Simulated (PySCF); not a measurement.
**Working out the ionisation energy of Os**

Os [Xe] 4f14 5d6 6s2 (5D) → Os⁺ [Xe] 4f14 5d6 6s1 (6D). Calculation: PySCF 2.14, in x2c-TZVPPall with one added diffuse shell each of s, p, d, f type (12s8p8d4f1g, 113 functions); the spin-free X2C one-electron Hamiltonian (Gaussian nucleus). Frozen: [Xe] 4f14. Energies in hartree (1 hartree = 27.21139 eV):

```
            part     Os (lower)    Os⁺ (upper)
             UHF  -17250.019135  -17249.778458
CCSD correlation      -0.180754      -0.125070
             (T)      -0.008235      -0.003602
```

**Question.** What does Hartree-Fock give?

**Answer.** (-17249.778458) − (-17250.019135) = 0.240677 hartree = 6.549 eV.

**Question.** What do CCSD and CCSD(T) give?

**Answer.** The CCSD correlation energies differ by 0.055684 hartree = 1.515 eV and the triples by 0.004633 hartree = 0.126 eV, so CCSD gives 8.064 eV and CCSD(T) 8.190 eV.

Measured between the centres of the two terms (NIST): 8.473 eV, so CCSD(T) (valence) is off by -0.283 eV.

What remains against the reference includes basis incompleteness, the frozen core and higher excitations.
